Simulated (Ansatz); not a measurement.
Start from `FC[NH][SnH3]` and change one atom or group to get `[OH][GeH2][NH]CF`.

Ansatz, PBE0-D4/def2-TZVP geometries, multiplicity 1. Each molecule was computed in one conformer, which needn't be the lowest.

Elements past krypton have def2 core potentials. Scalar relativity is left out up to krypton.

```
                                          property  `FC[NH][SnH3]`
             LUMO energy (ωB97M-V/def2-TZVPP) / eV            1.22
                HOMO energy (PBE0/def2-TZVPP) / eV           -7.49
    size of the dipole moment (PBE/def2-TZVPP) / D            1.43
size of the dipole moment (ωB97M-V/def2-TZVPP) / D            1.50
                LUMO energy (PBE0/def2-TZVPP) / eV           -0.18
                 HOMO energy (PBE/def2-TZVPP) / eV           -6.09
```

Q: What does the change do to each property? (An estimate is asked.)

A: Computed: 
```
                                          property  `[OH][GeH2][NH]CF`  shift
             LUMO energy (ωB97M-V/def2-TZVPP) / eV                2.36   1.14
                HOMO energy (PBE0/def2-TZVPP) / eV               -7.91  -0.42
    size of the dipole moment (PBE/def2-TZVPP) / D                1.87   0.44
size of the dipole moment (ωB97M-V/def2-TZVPP) / D                2.02   0.52
                LUMO energy (PBE0/def2-TZVPP) / eV                0.76   0.94
                 HOMO energy (PBE/def2-TZVPP) / eV               -6.44  -0.35
```

With PBE0 the HOMO falls by 0.42 eV and the LUMO rises by 0.94 eV, so the gap widens by about 1.36 eV. PBE moves the HOMO by -0.35 eV and ωB97M-V by -0.47 eV. Dipoles are sizes alone; their direction can turn.
